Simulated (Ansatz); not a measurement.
Computed with Ansatz on PBE0-D4/def2-TZVP structures; ΔE is electronic, products minus reactants. CCSD(T)/CBS is the MP2 limit (def2-TZVPP, def2-QZVPP) plus CCSD(T) − MP2 in def2-TZVPP, frozen cores. DFT in def2-TZVPP. B3LYP here is the variant with VWN-RPA as its local correlation; programs differ in this. HSE06 is defined as in plane-wave codes. For Mg, Ti outer-core shells are correlated without core-valence functions, which leaves a few kJ/mol of doubt a bond. Scalar relativity is left out up to krypton. One conformer a species, not always the lowest.

Consider the redistribution: `C#[C][Ti]([OH])([F])[Cl]` + `C[CH](C)[Mg][F]` → `C#[C][Ti]([F])([F])[Cl]` + `C[CH](C)[Mg][OH]`.

| level | ΔE (kcal/mol) | difference from CCSD(T)/CBS |
| --- | --- | --- |
| LDA (SPW92) | 5.8 | -1.1 |
| PBE-D4 | 5.9 | -1.0 |
| revPBE-D4 | 6.1 | -0.8 |
| BLYP-D4 | 6.1 | -0.8 |
| r2SCAN-D4 | 4.9 | -2.0 |
| B97M-V | 5.3 | -1.6 |
| PBE0-D4 | 6.3 | -0.6 |
| B3LYP-D4 | 6.4 | -0.5 |
| r2SCANh-D4 | 5.3 | -1.6 |
| r2SCAN0-D4 | 5.7 | -1.2 |
| HSE06-D4 | 6.3 | -0.6 |
| BHLYP-D4 | 6.8 | -0.1 |
| CAM-B3LYP-D4 | 6.2 | -0.7 |
| ωB97X-V | 5.9 | -1.0 |
| ωB97M-V | 6.0 | -0.9 |
| PBE-QIDH | 6.6 | -0.3 |
| revPBE | 5.4 | -1.5 |
| BLYP | 5.6 | -1.3 |
| r2SCAN | 4.8 | -2.1 |
| B3LYP | 6.0 | -0.9 |
| r2SCANh | 5.2 | -1.7 |
| r2SCAN0 | 5.7 | -1.2 |
| HSE06 | 6.1 | -0.8 |
| BHLYP | 6.4 | -0.5 |
| CAM-B3LYP | 6.0 | -0.9 |
| LC-ωPBE | 5.7 | -1.2 |
| RPA@PBE/def2-TZVPP | 5.8 | -1.1 |
| HF/def2-SVP | 9.0 | 2.1 |
| MP2/def2-SVP | 9.1 | 2.2 |
| CCSD/def2-SVP | 8.8 | 1.9 |
| CCSD(T)/def2-SVP | 8.7 | 1.8 |
| HF/def2-TZVPP | 6.3 | -0.6 |
| MP2/def2-TZVPP | 7.1 | 0.2 |
| SCS-MP2/def2-TZVPP | 6.7 | -0.2 |
| CCSD/def2-TZVPP | 6.4 | -0.5 |
| HF/def2-QZVPP | 6.5 | -0.4 |
| MP2/def2-QZVPP | 7.4 | 0.5 |
| SCS-MP2/def2-QZVPP | 6.9 | 0.0 |
| MP2/CBS(def2) | 7.4 | 0.5 |
| CCSD/CBS(def2) | 6.7 | -0.2 |
| CCSD(T)/CBS | 6.9 | 0 |

Largest T1 diagnostic among the species: 0.024, so the coupled-cluster value is less sure than usual.

Leaving LDA and LC-ωPBE aside and taking each functional with its dispersion term where it has one, the values spread over 1.9 kcal/mol, from r2SCAN-D4 to BHLYP-D4. From r2SCAN to r2SCAN0 (25 % exact exchange), in def2-TZVPP and without D4, ΔE moves by +0.8 kcal/mol. At CCSD(T), def2-SVP lies +1.8 kcal/mol from the extrapolated value and def2-TZVPP −0.3 kcal/mol.

CCSD(T)/CBS has its own doubt, a few kJ/mol and more with outer-core shells, so smaller differences from it don't rank the levels.
